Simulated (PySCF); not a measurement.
Numbering as in the mapped SMILES `[O:1]=[C:2]1[O:3][CH2:4][CH:5]=[C:6]1[O:7][SiH2:8][F:9]`; H(Xn) means a hydrogen on atom n.

- structure optimised with GFN2-xTB
- σ from GIAO-PBE0/pcSseg-1
- code: PySCF 2.14
- single conformer, one averaged value for each set of equivalent atoms, no relativistic terms, no solvent model

Scale: 13C, 1H, 29Si vs TMS; H2O for 17O; 19F against CFCl3 (reference shieldings calculated alike).

```json
{"atoms": "C2", "nucleus": "13C", "count": "1", "Hirshfeld charge": "0.19", "δ (ppm)": "179.8"}
{"atoms": "H(C5)", "nucleus": "1H", "count": "1", "Hirshfeld charge": "0.07", "δ (ppm)": "?"}
{"atoms": "C6", "nucleus": "13C", "count": "1", "Hirshfeld charge": "0.06", "δ (ppm)": "150.9"}
{"atoms": "Si8", "nucleus": "29Si", "count": "1", "Hirshfeld charge": "0.45", "δ (ppm)": "-22.4"}
{"atoms": "O7", "nucleus": "17O", "count": "1", "Hirshfeld charge": "-0.18", "δ (ppm)": "110.9"}
{"atoms": "O3", "nucleus": "17O", "count": "1", "Hirshfeld charge": "-0.09", "δ (ppm)": "?"}
{"atoms": "C5", "nucleus": "13C", "count": "1", "Hirshfeld charge": "-0.06", "δ (ppm)": "121.3"}
{"atoms": "H(C4)", "nucleus": "1H", "count": "2", "Hirshfeld charge": "0.06", "δ (ppm)": "5.17"}
{"atoms": "C4", "nucleus": "13C", "count": "1", "Hirshfeld charge": "0.02", "δ (ppm)": "?"}
{"atoms": "H(Si8)", "nucleus": "1H", "count": "2", "Hirshfeld charge": "-0.07", "δ (ppm)": "?"}
{"atoms": "O1", "nucleus": "17O", "count": "1", "Hirshfeld charge": "-0.22", "δ (ppm)": "372.1"}
{"atoms": "F9", "nucleus": "19F", "count": "1", "Hirshfeld charge": "-0.22", "δ (ppm)": "-165.0"}
```

Question: Fill in the missing shifts.

Answer: 
- C4: 72.7 ppm, allylic sp3 CH2 bonded to O; deshielded by the electronegative neighbour
- H(C5): 6.18 ppm, hydrogen on a β carbon of a C=C–C=O unit; attached to an sp2 carbon and in the plane of the double bond
- H(Si8): 5.33 ppm, hydrogen on a silicon bonded to F, O
- O3: 207.8 ppm, ester alkoxy oxygen

Shifts are as computed. Against solution values, carbons near 30 ppm lie about +3 ppm off and those near 130 ppm about +5 ppm. Of 1211 compounds with measured shifts, 218 miss one by over three times the rms of a fit or turn the order of signals round; such compounds aren't used in these exercises. Unscaled 19F shifts against computed CFCl3 carry errors that often reach 10 to 50 ppm. Unscaled 17O shifts of doubly bonded oxygen tend to come out too high, by tens of ppm or more. Experimental scales use liquid or dissolved standards, which lie at an offset from isolated H2O (liquid H2O: subtract about 36 ppm).
